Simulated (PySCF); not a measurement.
PySCF input for Si(Cl)2(H)(SeH) (Cl2H2SeSi), SMILES Cl[SiH](Cl)[SeH], TDA-PBE/def2-SVPD. The structure is a stationary point at B3LYP-D3(BJ)/def2-SVP. This is a generated structure with no PubChem entry under its InChIKey; it may be hypothetical. Other conformers were not sampled.

```python
import numpy as np
from pyscf import gto, scf, dft, tdscf

mol = gto.M(
    atom='''
    Si   -0.45273420    0.24799675    0.57316411
    Cl   -2.03489305   -0.82013625   -0.21298295
    Cl   -0.53685073    2.21234913   -0.06923182
    Se    1.42118599   -0.81123147   -0.16954033
    H    -0.56766113    0.26984530    2.04743021
    H     2.30526028    0.17245163    0.49029460
    ''',
    basis='def2-SVPD',
    charge=0,
    spin=0,
    max_memory=1600,
    verbose=4,
)
mf = dft.RKS(mol, xc='pbe').density_fit(auxbasis='def2-universal-jkfit')
mf.grids.level = 3
mf.conv_tol = 1e-9
mf.max_cycle = 100
mf.kernel()
mf.grids = dft.Grids(mol).set(level=1).build(with_non0tab=True)  # coarser grid for the response kernel
td = tdscf.TDA(mf)
td.singlet = True
td.nstates = 10
td.conv_tol = 1e-4
td.positive_eig_threshold = 1e-6
td.kernel(x0=td.get_init_guess(mf, 15))
td.analyze()
tt = tdscf.TDA(mf)
tt.singlet = False
tt.nstates = 4
tt.conv_tol = 1e-4
tt.positive_eig_threshold = 1e-6
tt.kernel(x0=tt.get_init_guess(mf, 9))
tt.analyze(verbose=3)
```

Output:

```
PySCF version 2.14.0

[INPUT] verbose = 4
[INPUT] num. atoms = 6
[INPUT] num. electrons = 84
[INPUT] charge = 0
[INPUT] spin (= nelec alpha-beta = 2S) = 0
[INPUT] symmetry False subgroup None
[INPUT] Mole.unit = angstrom
[INPUT] Symbol           X                Y                Z      unit          X                Y                Z       unit  Magmom
[INPUT]  1 Si    -0.452734200000   0.247996750000   0.573164110000 AA   -0.855543645224   0.468645937282   1.083123192330 Bohr   0.0
[INPUT]  2 Cl    -2.034893050000  -0.820136250000  -0.212982950000 AA   -3.845390557281  -1.549832897328  -0.402479444702 Bohr   0.0
[INPUT]  3 Cl    -0.536850730000   2.212349130000  -0.069231820000 AA   -1.014500849473   4.180733947620  -0.130829178905 Bohr   0.0
[INPUT]  4 Se     1.421185990000  -0.811231470000  -0.169540330000 AA    2.685652293169  -1.533005301928  -0.320384790768 Bohr   0.0
[INPUT]  5 H     -0.567661130000   0.269845300000   2.047430210000 AA   -1.072724067261   0.509933713001   3.869082356061 Bohr   0.0
[INPUT]  6 H      2.305260280000   0.172451630000   0.490294600000 AA    4.356310575038   0.325886350435   0.926522514353 Bohr   0.0

nuclear repulsion = 487.523878112114
number of shells = 55
number of NR pGTOs = 235
number of NR cGTOs = 135
basis = def2-SVPD
ecp = {}


[settings echo left out]
init E= -3610.5918818279
  HOMO = -0.27146606082127  LUMO = -0.0728016701072711  gap/eV = 5.40593
cycle= 1 E= -3611.19783539638  delta_E= -0.606  |g|= 0.357  |ddm|= 3.43
  HOMO = -0.226774563783819  LUMO = -0.0692418834684099  gap/eV = 4.28668
cycle= 2 E= -3611.14892431846  delta_E= 0.0489  |g|= 0.521  |ddm|= 1.33
  HOMO = -0.231919837431052  LUMO = -0.0569999659405167  gap/eV = 4.75981
cycle= 3 E= -3611.2262909158  delta_E= -0.0774  |g|= 0.116  |ddm|= 0.96
  HOMO = -0.238167918217128  LUMO = -0.0640481919204223  gap/eV = 4.73804
cycle= 4 E= -3611.22988044359  delta_E= -0.00359  |g|= 0.0188  |ddm|= 0.196
  HOMO = -0.238824402681623  LUMO = -0.063255577723115  gap/eV = 4.77747
cycle= 5 E= -3611.22997607121  delta_E= -9.56e-05  |g|= 0.00778  |ddm|= 0.0476
  HOMO = -0.238352258366837  LUMO = -0.0633308206637624  gap/eV = 4.76258
cycle= 6 E= -3611.22999948023  delta_E= -2.34e-05  |g|= 0.00117  |ddm|= 0.0155
  HOMO = -0.238502412233115  LUMO = -0.0633920370625676  gap/eV = 4.76500
cycle= 7 E= -3611.2299999027  delta_E= -4.22e-07  |g|= 0.000281  |ddm|= 0.00213
  HOMO = -0.238456552736297  LUMO = -0.0633644885956186  gap/eV = 4.76450
cycle= 8 E= -3611.22999991899  delta_E= -1.63e-08  |g|= 0.000104  |ddm|= 0.000578
  HOMO = -0.238467172854165  LUMO = -0.0633671674103615  gap/eV = 4.76471
cycle= 9 E= -3611.22999992251  delta_E= -3.52e-09  |g|= 1.53e-05  |ddm|= 0.000192
  HOMO = -0.238466900830498  LUMO = -0.0633680089081579  gap/eV = 4.76468
cycle= 10 E= -3611.22999992258  delta_E= -6.82e-11  |g|= 4.88e-06  |ddm|= 3.62e-05
  HOMO = -0.238467372143382  LUMO = -0.0633681409616416  gap/eV = 4.76469
Extra cycle  E= -3611.22999992259  delta_E= -1e-11  |g|= 7.78e-06  |ddm|= 2.03e-05
converged SCF energy = -3611.22999992259
tot grids = 31320
Overwritten attributes  positive_eig_threshold  of <class 'pyscf.tdscf.rks.TDA'>


******** <class 'pyscf.tdscf.rks.TDA'> for <class 'pyscf.df.df_jk.DFRKS'> ********
nstates = 10 singlet
deg_eia_thresh = 1.000e-03
wfnsym = None
conv_tol = 0.0001
eigh lindep = 1e-12
eigh level_shift = 0
eigh max_cycle = 100


Excitation energies (eV)
[4.95169139 5.21639666 5.61235014 5.83493068 6.40331236 6.53396526
 6.54315779 6.67404631 6.76903533 6.90928043]

** Singlet excitation energies and oscillator strengths **
Excited State   1:      4.95169 eV    250.39 nm  f=0.0080
      42 -> 43       -0.70092
Excited State   2:      5.21640 eV    237.68 nm  f=0.0037
      42 -> 44        0.67809
      42 -> 45       -0.18544
Excited State   3:      5.61235 eV    220.91 nm  f=0.0315
      42 -> 44        0.18028
      42 -> 45        0.67732
Excited State   4:      5.83493 eV    212.49 nm  f=0.0184
      41 -> 43        0.21616
      42 -> 46        0.66409
Excited State   5:      6.40331 eV    193.63 nm  f=0.0221
      38 -> 43       -0.10738
      41 -> 43       -0.55661
      41 -> 44        0.12777
      41 -> 45        0.11364
      42 -> 46        0.13134
      42 -> 47       -0.31897
Excited State   6:      6.53397 eV    189.75 nm  f=0.0013
      40 -> 43        0.68673
      40 -> 44       -0.10672
Excited State   7:      6.54316 eV    189.49 nm  f=0.0084
      41 -> 44        0.66972
      42 -> 47        0.18435
Excited State   8:      6.67405 eV    185.77 nm  f=0.0657
      38 -> 43        0.16235
      41 -> 43        0.23463
      41 -> 44        0.13440
      41 -> 45       -0.15028
      42 -> 47       -0.57498
Excited State   9:      6.76904 eV    183.16 nm  f=0.0006
      39 -> 43       -0.66454
      40 -> 44       -0.11505
      41 -> 45       -0.16284
Excited State  10:      6.90928 eV    179.45 nm  f=0.0143
      38 -> 43        0.48081
      39 -> 43       -0.12354
      40 -> 44        0.26672
      41 -> 45        0.40829

** Transition electric dipole moments (AU) **
state          X           Y           Z        Dip. S.      Osc.
  1        -0.1414      0.1835     -0.1101      0.0658      0.0080
  2         0.1198     -0.0908      0.0793      0.0289      0.0037
  3         0.0894     -0.3100      0.3532      0.2288      0.0315
  4         0.2921     -0.0625     -0.1986      0.1287      0.0184
  5         0.2898     -0.1100     -0.2118      0.1409      0.0221
  6         0.0512      0.0459      0.0565      0.0079      0.0013
  7        -0.1485      0.0692      0.1602      0.0525      0.0084
  8        -0.5417      0.2901      0.1559      0.4020      0.0657
  9        -0.0210      0.0448      0.0307      0.0034      0.0006
 10        -0.1792      0.1818      0.1385      0.0843      0.0143

** Transition velocity dipole moments (imaginary part, AU) **
state          X           Y           Z        Dip. S.      Osc.
  1        -0.0077      0.0145     -0.0126      0.0004      0.0016
  2         0.0094     -0.0184      0.0313      0.0014      0.0049
  3         0.0148     -0.0670      0.0769      0.0106      0.0344
  4         0.0249     -0.0019     -0.0200      0.0010      0.0032
  5         0.0302     -0.0010     -0.0259      0.0016      0.0045
  6         0.0006      0.0093      0.0114      0.0002      0.0006
  7        -0.0417      0.0283      0.0481      0.0049      0.0135
  8        -0.0885      0.0428      0.0525      0.0124      0.0337
  9         0.0016      0.0008      0.0132      0.0002      0.0005
 10        -0.0315      0.0412      0.0352      0.0039      0.0103

** Transition magnetic dipole moments (imaginary part, AU) **
state          X           Y           Z
  1         0.0373      0.3354      0.3388
  2         0.0568      0.0741      0.1362
  3        -0.0981      0.5155      0.2587
  4        -0.3234     -0.1565     -0.1733
  5        -0.1415     -0.3520      0.0410
  6        -0.0073      0.0555     -0.3884
  7         0.1357     -0.5224      0.2094
  8        -0.3549     -0.3612      0.1019
  9         0.2036     -0.3377      0.4663
 10        -0.0351      0.4994      0.1348


******** <class 'pyscf.tdscf.rks.TDA'> for <class 'pyscf.df.df_jk.DFRKS'> ********
nstates = 4 triplet
deg_eia_thresh = 1.000e-03
wfnsym = None
conv_tol = 0.0001
eigh lindep = 1e-12
eigh level_shift = 0
eigh max_cycle = 100


Excitation energies (eV)
[4.53786909 4.95341593 5.33053121 5.47006873]

** Triplet excitation energies and oscillator strengths **
Excited State   1:      4.53787 eV    273.22 nm  f=0.0000
Excited State   2:      4.95342 eV    250.30 nm  f=0.0000
Excited State   3:      5.33053 eV    232.59 nm  f=0.0000
Excited State   4:      5.47007 eV    226.66 nm  f=0.0000
```

The run converged.

Cost: very roughly 70 core-seconds.
